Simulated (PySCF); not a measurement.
In(F)2(Et) (C2H5F2In), SMILES C[CH2][In]([F])[F].

Coordinates come from a PBE-D3(BJ)/def2-SVP optimisation. The structure was generated by enumeration; whether it is a known compound was not checked. The def2 effective core potentials stand for the cores of In; spin–orbit coupling is left out. One conformer was computed; it need not be the lowest.

Method: PBE-D3(BJ)/def2-SVP in PySCF.

Frequencies are harmonic and unscaled.

| mode | ν (cm⁻¹) | IR (km/mol) | moving atoms (share of kinetic energy) |
|---|---|---|---|
| 1 | 8 | 1.0 | H 42 %, C 35 %, F 22 % |
| 2 | 58 | 4.0 | F 50 %, C 25 %, In 14 %, H 11 % |
| 3 | 106 | 12.6 | F 45 %, In 30 %, H 17 % |
| 4 | 139 | 23.8 | F 87 %, In 10 % |
| 5 | 229 | 3.8 | C 62 %, H 22 %, In 12 % |
| 6 | 231 | 1.9 | H 85 %, C 11 % |
| 7 | 457 | 3.6 | C 68 %, H 20 % |
| 8 | 580 | 57.3 | F 83 %, In 15 % |
| 9 | 584 | 60.7 | F 83 %, In 16 % |
| 10 | 636 | 20.7 | H 83 %, C 17 % |
| 11 | 920 | 1.4 | H 91 %, C 9 % |
| 12 | 938 | 7.5 | H 82 %, C 18 % |
| 13 | 1032 | 2.3 | C 74 %, H 26 % |
| 14 | 1139 | 39.1 | H 70 %, C 30 % |
| 15 | 1197 | 2.5 | H 76 %, C 24 % |
| 16 | 1348 | 3.6 | H 83 %, C 17 % |
| 17 | 1390 | 2.1 | H 88 %, C 12 % |
| 18 | 1421 | 9.3 | H 97 % |
| 19 | 1421 | 3.2 | H 97 % |
| 20 | 2966 | 20.6 | H 97 % |
| 21 | 3005 | 3.8 | H 95 % |
| 22 | 3048 | 7.9 | H 91 %, C 9 % |
| 23 | 3060 | 0.8 | H 90 %, C 10 % |
| 24 | 3078 | 8.1 | H 90 %, C 10 % |
